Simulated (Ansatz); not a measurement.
Input file for Ansatz (a first-principles code): U-CCSD(T)/aug-cc-pVTZ on BeH2O (SMILES [BeH][OH]), a point of a bond scan (R = 1.142 Å).

Ansatz 0.2 input:
```yaml
crystal:
  periodic: [false, false, false]
  atoms:
    - {symbol: Be, position_ang: [-0.78408142, -0.35296304, 0.02982263]}
    - {symbol: H, position_ang: [-1.99529587, -0.89492562, 0.07984893]}
    - {symbol: O, position_ang: [0.51114037, 0.18521819, -0.07360318]}
    - {symbol: H, position_ang: [1.14877022, 0.95299505, 0.48234385]}
basis:
  gaussian:
    orbitals: aug-cc-pVTZ
correlation: {method: ccsd_t, electrons: outside_noble_gas}
scf: {omitted_lower_state_checks: [cluster_reference]}
magnetization: {spin_polarized: true, initial_magnetization: 0}
```

Program output:

```
WARN ansatz: RAYON_NUM_THREADS=1 ignored (pool sized by the plan → 1); use --threads N
Functional definition: HF
these checks for a lower state are left out or cut short: cluster_reference
integrals: 0.45 GiB planned
813 factors; integrals over basis functions are off by at most 9.7e-4 eV
mean field: 0.31 GiB planned
mean field evaluation 1: about -2465.3540 eV, gradient 2.8e1 eV
mean field evaluation 2: about -2465.3542 eV, gradient 2.8e1 eV
mean field evaluation 4: about -2468.6022 eV, gradient 1.5e0 eV
mean field evaluation 8: about -2468.6286 eV, gradient 1.3e-3 eV
mean field -2468.62863120 eV, -90.7204288999 hartree, gradient 3.6e-6 eV, S^2 0.000000; 0 other end points of the search recorded, 0 dependent functions left out
2 core orbitals not correlated
reference -2468.62863120 eV, -90.7204288999 hartree; 5, 5 occupied and 131, 131 virtual orbitals, 813 factors
second order -8.52444929 eV of doubles, -0.00000000 eV of singles
coupled cluster: 1.12 GiB planned
cycle   1  -8.44546652 eV  change    7.9e-2 eV  update   7.2e-2
cycle   2  -8.67169473 eV  change   -2.3e-1 eV  update   2.3e-2
cycle   3  -8.73935774 eV  change   -6.8e-2 eV  update   1.2e-2
cycle   4  -8.73435449 eV  change    5.0e-3 eV  update   2.7e-3
cycle   5  -8.73370222 eV  change    6.5e-4 eV  update   1.2e-3
cycle   6  -8.73394400 eV  change   -2.4e-4 eV  update   3.4e-4
cycle   7  -8.73383621 eV  change    1.1e-4 eV  update   1.4e-4
cycle   8  -8.73382139 eV  change    1.5e-5 eV  update   4.2e-5
cycle   9  -8.73382684 eV  change   -5.5e-6 eV  update   1.8e-5
cycle  10  -8.73382138 eV  change    5.5e-6 eV  update   7.7e-6
perturbative correction -0.31238352 eV, -0.0114798828 hartree
Total energy: -2477.67483610 eV, -91.0528707985 hartree
Checks for a lower state left out: cluster_reference
```

Self-consistency was reached.

Cost: around 22 core-seconds (rough).
